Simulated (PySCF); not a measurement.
Isomers of C6H7NO, mass 109.053 u with the commonest isotopes. Level of theory: PBE0-D3(BJ)/def2-TZVP geometry optimisation, gas phase in PySCF. One conformer each, none proved a minimum here; rigid rotors.

Question: Order these by rotational constant C, largest first.
A. `[NH2:1][c:2]1[cH:3][cH:4][cH:5][c:6]([OH:7])[cH:8]1` with C5–C6–O7–H 0°
B. 2-methylpyridine-N-oxide (`Cc1cccc[n+]1[O-]`)
C. `[NH2:1][c:2]1[cH:3][cH:4][c:5]([OH:6])[cH:7][cH:8]1` with C4–C5–O6–H 180°

Answer: B (1414 MHz), A (1242 MHz), C (1180 MHz).

Question: Order these by radius of gyration √(Σ m r²/M), largest first.
A. `[NH2:1][c:2]1[cH:3][cH:4][cH:5][c:6]([OH:7])[cH:8]1` with C5–C6–O7–H 0°
B. `[NH2:1][c:2]1[cH:3][cH:4][c:5]([OH:6])[cH:7][cH:8]1` with C4–C5–O6–H 180°
C. `Cc1cccc[n+]1[O-]` (2-methylpyridine-N-oxide)

Answer: B (1.982 Å), A (1.932 Å), C (1.814 Å).

Question: Order these by dipole moment, largest first.
A. `[NH2:1][c:2]1[cH:3][cH:4][c:5]([OH:6])[cH:7][cH:8]1` with C4–C5–O6–H 180°
B. 2-methylpyridine-N-oxide (`CC1=CC=CC=[N+]1[O-]`)
C. `[OH:1][CH2:2][c:3]1[cH:4][cH:5][cH:6][cH:7][n:8]1` with H–O1–C2–C3 -3°, O1–C2–C3–C4 -178°
D. `[NH2:1][c:2]1[cH:3][cH:4][cH:5][c:6]([OH:7])[cH:8]1` with C5–C6–O7–H 0° (3-aminophenol)

Answer: C (3.80 D), B (3.61 D), A (2.03 D), D (1.15 D).

```
          SMILES  point group  Ia (u·Å²)  Ib (u·Å²)  Ic (u·Å²)      κ  μa (D)  μb (D)  μc (D)
    Nc1ccc(O)cc1            –      89.33     339.30     428.13  -0.86    1.18    1.29    1.02
    Nc1cccc(O)c1      near Cs     133.80     273.60     407.00  -0.52    0.55    0.41    0.92
Cc1cccc[n+]1[O-]           Cs     141.25     219.12     357.31  -0.18    2.79    2.29    0.00
      OCc1ccccn1            –      99.05     315.12     411.00  -0.81    3.53    1.41    0.05
```
